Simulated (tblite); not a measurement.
Species: C₄H₄N₄Si.
Cartesian coordinates in Å at the GFN2-xTB level; atoms count from 1:
```
atom  x, y, z in Å
N1    -2.284   -1.846   -1.071
C2    -1.752   -0.835   -1.030
C3    -1.050    0.405   -0.920
Si4    0.467    0.175    0.224
N5    -0.008   -0.728    1.592
C6     1.076    1.841    0.811
N7     1.454    2.861    1.163
C8     1.880   -0.496   -0.814
N9     2.741   -0.917   -1.440
H10   -1.727    1.154   -0.504
H11   -0.748    0.734   -1.916
H12    0.597   -0.850    2.388
H13   -0.652   -1.498    1.499
```

Method: GFN2-xTB as coded in tblite; computed harmonic values from a numerical Hessian at the method's own geometry, unscaled. The method is semi-empirical: single wavenumbers can be off by several per cent or more. One conformer, not necessarily the lowest.

Harmonic wavenumbers (cm⁻¹): 28.7, 72.5, 78.6, 109.2, 119.8, 163.3, 196.1, 232.3, 305.3, 313.1, 353.5, 359.5, 371.0, 452.3, 457.9, 571.2, 654.7, 720.8, 760.2, 805.1, 958.5, 1011.1, 1076.0, 1185.5, 1404.6, 1486.4, 2354.9, 2368.0, 2403.9, 2975.4, 2983.8, 3465.8, 3506.1.

A = 1771, B = 1008, C = 810.9 MHz; mass 136.021 u (most abundant isotopes); point group C1, symmetry number 1.

Q: Zero-point energy?

A: Half the sum of the wavenumbers: 17153 cm⁻¹ = 49.04 kcal/mol.

Q: Give the ideal-gas entropy at 273.15 K and 1 bar in the rigid-rotor, harmonic-oscillator model (classical rotation).

A: Translation 40.23, rotation 29.52, vibration 33.74: S = 103.5 cal/(mol K).

Q: And Cp and H(273.15 K) − H(0)?

A: Cp = 38.00 cal/(mol K), of which vibrations give 30.06 (their classical limit is 33 R = 65.6); H(273.15 K) − H(0) = 6.83 kcal/mol without the zero-point energy, 4.66 from vibrations.

Q: Which modes carry the vibrational entropy at 273.15 K?

A: 28.7 cm⁻¹: 5.74; 72.5 cm⁻¹: 3.91; 78.6 cm⁻¹: 3.75; 109.2 cm⁻¹: 3.11; 119.8 cm⁻¹: 2.93; 163.3 cm⁻¹: 2.35 cal/(mol K); the other 27 give 11.93 together.

Q: Blend soft modes into free rotors: weight 1/[1 + (100 cm⁻¹/ν̃)⁴] for the oscillator and the rest for a rotor with moment μB/(μ + B), μ = h/(8π²ν), B = 10⁻⁴⁴ kg m². What vibrational entropy results?

A: 30.56 cal/(mol K) in place of 33.74, which changes −T·S at 273.15 K by +0.87 kcal/mol.

Hindered rotation and anharmonicity are outside this model. Other conformers, if any are populated, would add a mixing term that is left out. The structure is chiral; the term R ln 2 for an equal mix with its mirror image is left out.
